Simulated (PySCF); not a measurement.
# Steps of a relaxation of [YbCl4]−

[YbCl4]− (singlet in the valence; each metal's 4f electrons, 13 of them, lie in its core potential, out of spins and levels). PySCF 2.14.0, RKS r2SCAN, Yb lcecp-1-SVP with ECP59, Cl def2-SVP; non-relativistic Hamiltonian with scalar-relativistic core potentials where named; density fitting; no spin-orbit coupling. Origin of the start: template. Columns: position (Å) and force (eV/Å). Energies are counted from the last step; some of the 4 steps are shown. Forces carry noise of the integration grid, about 0.01 to 0.03 eV/Å.

Run from Python with OMP_NUM_THREADS=2. Where DIIS fails, smearing, a level shift and second-order steps follow.
It took 15 s on 2 threads of Arm Neoverse V2 (shared host), from the converged density of the start.

```xyz
5
step 0  E = 0.117 eV
Yb    0.0000    0.0000    0.0000     0.00    0.00    0.00
Cl    1.4806    1.4806    1.4806    -0.45   -0.45   -0.45
Cl   -1.4806   -1.4806    1.4806     0.45    0.45   -0.45
Cl    1.4806   -1.4806   -1.4806    -0.45    0.45    0.45
Cl   -1.4806    1.4806   -1.4806     0.45   -0.45    0.45
```

```xyz
5
step 1  E = 0.027 eV
Yb    0.0000    0.0000    0.0000     0.00    0.00    0.00
Cl    1.4586    1.4586    1.4586    -0.22   -0.22   -0.22
Cl   -1.4586   -1.4586    1.4586     0.22    0.22   -0.22
Cl    1.4586   -1.4586   -1.4586    -0.22    0.22    0.22
Cl   -1.4586    1.4586   -1.4586     0.22   -0.22    0.22
```

```xyz
5
step 2  E = 0.000 eV
Yb    0.0000    0.0000    0.0000     0.00    0.00    0.00
Cl    1.4369    1.4369    1.4369     0.03    0.03    0.03
Cl   -1.4369   -1.4369    1.4369    -0.03   -0.03    0.03
Cl    1.4369   -1.4369   -1.4369     0.03   -0.03   -0.03
Cl   -1.4369    1.4369   -1.4369    -0.03    0.03   -0.03
```

Problem. Where does the relaxation end?

Solution. It converges at step 3 in Td:
```xyz
5
step 3  E = 0
Yb    0.0000    0.0000    0.0000
Cl    1.4391    1.4391    1.4391
Cl   -1.4391   -1.4391    1.4391
Cl    1.4391   -1.4391   -1.4391
Cl   -1.4391    1.4391   -1.4391
```

Problem. How did the contacts change?

Solution. 
| contact | start (Å) | end (Å) |
| --- | --- | --- |
| Yb1–Cl2 (Cl) | 2.564 | 2.493 |
| Yb1–Cl3 (Cl) | 2.564 | 2.493 |
| Yb1–Cl4 (Cl) | 2.564 | 2.493 |
| Yb1–Cl5 (Cl) | 2.564 | 2.493 |


No frequency check is given that shows the relaxed geometry to be a minimum. An lcecp potential fixes the number of 4f electrons, so in runs with it no electron can move into or out of that shell.
